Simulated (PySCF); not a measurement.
A small calculation by hand: oscillator strength and radiative lifetime

Si(H)(F)2(NH2) (F2H3NSi), SMILES N[SiH](F)F.

Geometry optimised at ωB97X-D3(BJ)/def2-SVP. One conformer was computed; it need not be the lowest.

TDA-B3LYP/def2-SVPD run with PySCF 2.14.0 puts the first singlet state with f over 0.02 at 7.07 eV (vertical), with the transition dipole (0.005, -0.411, -0.386) in atomic units.

**Question.** Find the oscillator strength, the wavelength and the radiative lifetime that this transition would have in vacuum if emission retraced absorption.

**Answer.** 
|μ|² = 0.3179 au, so |μ| = 1.43 D. ΔE = 7.07/27.211 = 0.2598 hartree. f = (2/3) ΔE |μ|² = 0.055 (the program prints 0.055).
λ = 1239.84/7.07 = 175 nm; ν = 57023 cm⁻¹.
Einstein's coefficient A = 0.6670 ν² f s⁻¹ (ν in cm⁻¹) = 1.2e8 s⁻¹, so τ = 1/A = 8.4 ns. This state is S1. The figure is the radiative limit of this one transition; relaxation, internal conversion, crossing to triplets and a medium change what is measured.
